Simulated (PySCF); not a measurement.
A structure optimised at PBE-D3(BJ)/def2-SVP, used in a PySCF frequency run:

```xyz
10

Sb    -0.4317     0.8070     0.0000
Br     1.8964    -0.3121     0.0000
Si    -1.2751    -0.8362    -1.8422
H     -0.9774    -2.2593    -1.4622
H     -2.7621    -0.6579    -2.0172
H     -0.5864    -0.4941    -3.1341
Si    -1.2751    -0.8362     1.8422
H     -0.9774    -2.2593     1.4622
H     -0.5864    -0.4941     3.1341
H     -2.7621    -0.6579     2.0172
```
Charge 0, spin multiplicity 1.

Task: Write its SMILES, formula and point group.

Result: [SiH3][Sb]([SiH3])[Br], BrH6SbSi2, Cs

Task: What are its rotational constants (standard atomic weights)?

Result: 1.4127, 0.91116, 0.78621 GHz
